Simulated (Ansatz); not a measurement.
Mulliken charges of Br$_{2}$In (`[Br][In][Br]`) radical from ωB97M-V/def2-TZVPP in Ansatz (PBE0-D4/def2-TZVP geometry).

```csv
atom,x (Å),y (Å),z (Å),charge (e)
Br1,0.283,2.141,0.379,-0.306
In2,-0.730,-0.013,-0.398,0.612
Br3,0.436,-2.192,0.006,-0.306
```

Problem. By hand: the dipole of these point charges (1 e Å = 4.8032 D).

Solution. Σ q r = (-0.667, 0.008, -0.361) e Å, of length 0.758 e Å = 3.64 D.

Problem. How does the dipole of the full density compare? (Best estimate.)

Solution. Ansatz gave: (-0.429, 0.005, -0.233) e Å, 2.34 D; the point charges give 1.56 times that, at 0° from its direction.

Point charges leave out the atoms' own dipoles, such as those of lone pairs, and Mulliken's split depends on the basis, so the two needn't agree.
